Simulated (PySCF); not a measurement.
Excitations are Tamm–Dancoff values on a coarser integration grid. The basis has no diffuse functions, so Rydberg states are missing or too high.

Cartesian coordinates (Å):
SMILES: [SiH3][Al]([SiH3])[SiH3]
```xyz
13

Si    -0.7394     2.2480    -0.7255
Al     0.0354     0.0214    -0.0267
Si     2.4173    -0.5753     0.0932
Si    -1.6470    -1.6561     0.6084
H     -1.7345     2.1391    -1.8317
H     -1.4271     2.9221     0.4155
H      0.3545     3.1486    -1.1855
H      2.7412    -1.5237    -1.0140
H      3.3362     0.5905    -0.0327
H      2.7369    -1.2729     1.3725
H     -1.1455    -3.0559     0.5053
H     -2.8887    -1.5552    -0.2106
H     -2.0395    -1.4307     2.0318
```
Charge 0, multiplicity 1.

Problem. Give the dipole moment, T1 excitation (TDA), total energy, S1 excitation (TDA) and S1–T1 gap (TDA) at the level PySCF with ωB97X-D3(BJ)/def2-TZVP // PBE0-D3(BJ)/def2-TZVP.

Solution. 
```yaml
dipole_moment: 0.16 D
T1 excitation (TDA): 3.16 eV
total_energy: -1116.4467 Ha
S1 excitation (TDA): 3.68 eV
S1–T1 gap (TDA): 0.52 eV
```
